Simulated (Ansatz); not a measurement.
```yaml
crystal:
  periodic: [false, false, false]
  atoms:
    - {symbol: F, position_ang: [-0.971281, -1.640216, 0.743109]}
    - {symbol: C, position_ang: [-0.810632, -0.466529, 0.108975]}
    - {symbol: F, position_ang: [-1.947347, -0.215097, -0.561835]}
    - {symbol: C, position_ang: [-0.255476, 0.663656, 0.927867]}
    - {symbol: C, position_ang: [0.863620, 0.771096, 0.208259]}
    - {symbol: C, position_ang: [0.501069, -0.340520, -0.734662]}
    - {symbol: F, position_ang: [1.297895, -1.422224, -0.716059]}
    - {symbol: F, position_ang: [0.321979, 0.002702, -2.021320]}
    - {symbol: H, position_ang: [-0.649605, 1.183425, 1.790393]}
    - {symbol: H, position_ang: [1.732978, 1.412308, 0.258374]}
basis:
  gaussian: {orbitals: aug-cc-pVDZ, nuclear_model: gaussian}
hamiltonian: {xc: {name: PBE1PBE}}
output: {forces: true}
```

```sh
$ ansatz run in.yaml --threads 4 --pin off --events-out ev --progress --plain --max-ram 11315MiB
```

Output, abridged:

```
Error: YAML parse error: error: line 16 column 19: hamiltonian.xc: no functional is named "PBE1PBE"; the names, which are not case-sensitive, are SVWN5, SPW92, PBE, PBE0, PBEsol, revPBE, revPBE0, RPBE, rPW86-PBE, HSE06, wPBEh, LC-wPBE, HISS, HF, BLYP, B3LYP, B3LYP5, BHLYP, CAM-B3LYP, r2SCAN, r2SCANh, r2SCAN0, r2SCAN50, m-r2SCAN, B97, wB97, wB97X, wB97X-V, B97M-V, wB97M-V, B2PLYP, B2GP-PLYP, PBE0-DH, PBE-QIDH
  --> <input>:16:19
   |
14 | basis:
15 |   gaussian: {orbitals: aug-cc-pVDZ, nuclear_model: gaussian}
16 | hamiltonian: {xc: {name: PBE1PBE}}
   |                   ^ hamiltonian.xc: no functional is named "PBE1PBE"; the names, which are not case-sensitive, are SVWN5, SPW92, PBE, PBE0, PBEsol, revPBE, revPBE0, RPBE, rPW86-PBE, HSE06, wPBEh, LC-wPBE, HISS, HF, BLYP, B3LYP, B3LYP5, BHLYP, CAM-B3LYP, r2SCAN, r2SCANh, r2SCAN0, r2SCAN50, m-r2SCAN, B97, wB97, wB97X, wB97X-V, B97M-V, wB97M-V, B2PLYP, B2GP-PLYP, PBE0-DH, PBE-QIDH
17 | output: {forces: true}
   |
```

Q: What is wrong with this run?

A: The method's name isn't one that the program takes here. The input was rejected before any iteration.

HSE06 is defined as in plane-wave codes.
